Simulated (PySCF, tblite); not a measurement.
# CBr2F2: calculation against experiment

**Experimental background.**

NIST CCCBDB Release 22 (SRD 101), experimental dipoles lists, for the gas: dipole moment (dielectric constant against temperature) 0.66 D.

CRC Handbook of Chemistry and Physics lists, for the gas at 298.15 K: standard entropy 325.3 J/(mol K).

The runs below try to reproduce these values; the comparison stands at the end.

CBr2F2.
SMILES with atom numbers: `[F:1][C:2]([F:3])([Br:4])[Br:5]`

Structure used (PBE0-D3(BJ)/def2-SVP), in Å, numbered top down from 1:
```
atom  x, y, z in Å
F1    -1.330    0.203   -0.360
C2    -0.097   -0.003    0.066
F3    -0.126   -0.149    1.377
Br4    0.594   -1.622   -0.740
Br5    0.997    1.530   -0.381
```

Runs made with PySCF (gas phase, on this PBE0-D3(BJ)/def2-SVP geometry; no spin–orbit coupling):

```
                             level                                                           job  basis functions  wall time
PBE0-D3(BJ)/def2-SVP, grid level 1  geometry optimisation from a GFN2-xTB start shaken at random              106       24 s
```

Hardware: Intel Xeon Platinum 8559C, one thread, shared host.

GFN2-xTB wavenumbers (cm⁻¹, harmonic, unscaled, at the method's own geometry): 139, 251, 271, 297, 321, 548, 653, 1041, 1099. Point group C2v, symmetry number 2. Entropy at 298.15 K and 1 bar in J/(mol K): translation 175.4, rotation 115.2, vibration 41.5.

## Comparison

**Dipole moment.** Measured: 0.66 D (NIST CCCBDB Release 22 (SRD 101), experimental dipoles).

| level | computed (D) | computed − measured (D) | % (from the printed values) |
| --- | --- | --- | --- |
| PBE0-D3(BJ)/def2-SVP | 0.40 | -0.26 | -39 |

The computed dipoles belong to one fixed geometry; measured ones are averaged over vibrations unless marked μe. Magnitudes are compared, not signs.

**Standard entropy at 298.15 K.** Measured: 325.3 J/(mol K) (298.15 K; CRC Handbook of Chemistry and Physics).

```
                                        level  computed (J/(mol K))  computed − measured (J/(mol K))  % (from the printed values)
GFN2-xTB, rigid rotor and harmonic oscillator                 332.1                             +6.8                           +2
```

Ideal gas at 1 bar, most abundant isotopes; table values of this kind come from calorimetry or from spectroscopic constants.

The geometry is computed, not the measured one. Where a level misses, the cause wasn't examined.
